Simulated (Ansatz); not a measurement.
Sn₁₁PH₂₂, a doped cluster cut from the lattice of tin (P on a surface site). The state is a doublet with charge 0. Geometry PBE-D4/def2-SVP.

| atom | x (Å) | y (Å) | z (Å) |
| --- | --- | --- | --- |
| Sn1 | -0.823 | -1.485 | -4.095 |
| Sn2 | -3.378 | -0.811 | 1.650 |
| Sn3 | 3.765 | -1.093 | -3.580 |
| Sn4 | 1.028 | -1.269 | 3.225 |
| P5 | 0.894 | 0.356 | -0.708 |
| Sn6 | -1.783 | 1.725 | 5.212 |
| Sn7 | 1.676 | -1.659 | -5.377 |
| Sn8 | -0.645 | -1.260 | 0.947 |
| Sn9 | -0.865 | 0.832 | -2.511 |
| Sn10 | -3.589 | 1.617 | 3.058 |
| Sn11 | 3.114 | 1.151 | -2.009 |
| Sn12 | 0.842 | 1.327 | 4.286 |
| H13 | -1.072 | -2.827 | -3.030 |
| H14 | -2.132 | -1.451 | -5.231 |
| H15 | -4.064 | -2.100 | 2.604 |
| H16 | -4.337 | -0.707 | 0.200 |
| H17 | 3.950 | -2.454 | -2.522 |
| H18 | 5.254 | -0.907 | -4.452 |
| H19 | 0.581 | -2.419 | 4.448 |
| H20 | 2.667 | -1.620 | 2.759 |
| H21 | 0.692 | 1.569 | 0.041 |
| H22 | -2.168 | 0.456 | 6.333 |
| H23 | -1.945 | 3.223 | 6.076 |
| H24 | 1.857 | -3.231 | -6.090 |
| H25 | 1.684 | -0.501 | -6.669 |
| H26 | -0.492 | -2.814 | 0.149 |
| H27 | -2.360 | 1.144 | -1.694 |
| H28 | -0.379 | 2.256 | -3.374 |
| H29 | -5.214 | 1.877 | 3.618 |
| H30 | -3.218 | 2.923 | 1.973 |
| H31 | 4.336 | 1.426 | -0.801 |
| H32 | 2.978 | 2.605 | -2.970 |
| H33 | 2.009 | 1.658 | 5.528 |
| H34 | 1.137 | 2.465 | 3.004 |

In the def2 sets Sn takes a core potential; there is no spin–orbit coupling. Single mean-field runs in def2-SVP, def2-TZVP are fitted with def2-universal-jkfit.

**Question.** Estimate the α-spin orbital energies around the gap (eV) in Ansatz with PBE-D4/def2-TZVP, r2SCAN-D4/def2-TZVP, PBE0-D4/def2-SVP, PBE0-D4/def2-TZVP, BHLYP-D4/def2-TZVP.

**Answer.** 
```
orbital  PBE-D4/def2-TZVP  r2SCAN-D4/def2-TZVP  PBE0-D4/def2-SVP  PBE0-D4/def2-TZVP  BHLYP-D4/def2-TZVP
HOMO−13             -7.73                -8.06             -8.88              -8.93              -10.04
HOMO−12             -7.65                -7.96             -8.77              -8.78               -9.81
HOMO−11             -7.48                -7.78             -8.56              -8.59               -9.59
HOMO−10             -7.42                -7.72             -8.49              -8.53               -9.54
 HOMO−9             -7.25                -7.52             -8.30              -8.32               -9.27
 HOMO−8             -7.02                -7.30             -8.03              -8.07               -9.02
 HOMO−7             -6.99                -7.27             -7.99              -8.01               -8.93
 HOMO−6             -6.90                -7.17             -7.88              -7.89               -8.78
 HOMO−5             -6.61                -6.85             -7.52              -7.54               -8.35
 HOMO−4             -6.46                -6.69             -7.31              -7.33               -8.07
 HOMO−3             -6.28                -6.51             -7.14              -7.18               -7.96
 HOMO−2             -6.22                -6.44             -7.07              -7.11               -7.88
 HOMO−1             -6.00                -6.21             -6.80              -6.83               -7.49
   HOMO             -4.19                -4.36             -4.73              -4.80               -5.32
   LUMO             -2.39                -2.19             -1.49              -1.61               -0.82
 LUMO+1             -2.28                -2.09             -1.41              -1.54               -0.76
 LUMO+2             -2.16                -1.95             -1.26              -1.40               -0.62
 LUMO+3             -1.99                -1.79             -1.15              -1.28               -0.52
 LUMO+4             -1.91                -1.71             -1.06              -1.20               -0.43
 LUMO+5             -1.80                -1.65             -0.92              -1.10               -0.31
 β HOMO             -5.94                -6.13             -6.71              -6.74               -7.39
 β LUMO             -3.78                -3.59             -3.04              -3.09               -2.32
```
